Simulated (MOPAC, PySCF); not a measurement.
H$_{2}$Br$_{2}$S$_{2}$Si, SMILES `S[Si](S)(Br)Br` (H–S–Si–Br torsion 176°, Br–Si–S–H torsion -65°), neutral singlet in the gas phase. 

Cartesian coordinates (Å):
```xyz
7

S      1.3619    -0.8785     1.0008
Si    -0.0688     0.4668     0.1739
S     -1.1826    -0.3386    -1.4543
Br    -1.3363     1.0102     1.9235
Br     0.8478     2.3051    -0.6881
H      1.9245    -1.1270    -0.2089
H     -1.5465    -1.4380    -0.7468
```
Charge 0, multiplicity 1.

All levels are single points at this geometry (PBE-D3(BJ)/def2-TZVP); Pople sets use spherical d functions. Orbital energies aren't observables, and empty levels follow the basis.

HF/STO-3G in PySCF gives dipole (D) = 2.64.

Q: Estimate the dipole (D) from each of these levels: PBE-D3(BJ)/def2-TZVP in PySCF; B3LYP/3-21G in PySCF; B3LYP/6-311+G** (LANL2DZ on Br) in PySCF; B3LYP/6-31G* in PySCF; B3LYP/LANL2DZ in PySCF; BP86/6-31G* in PySCF; PBE/6-31G* in PySCF; HF/3-21G in PySCF; HF/6-31G* in PySCF; AM1 in MOPAC; PM3 in MOPAC; PM7 in MOPAC.

A: 
| level | dipole (D) |
|---|---|
| PBE-D3(BJ)/def2-TZVP in PySCF | 1.57 |
| B3LYP/3-21G in PySCF | 1.59 |
| B3LYP/6-311+G** (LANL2DZ on Br) in PySCF | 2.02 |
| B3LYP/6-31G* in PySCF | 1.80 |
| B3LYP/LANL2DZ in PySCF | 2.20 |
| BP86/6-31G* in PySCF | 1.79 |
| PBE/6-31G* in PySCF | 1.78 |
| HF/3-21G in PySCF | 1.89 |
| HF/6-31G* in PySCF | 1.89 |
| AM1 in MOPAC | 2.08 |
| PM3 in MOPAC | 3.77 |
| PM7 in MOPAC | 2.20 |
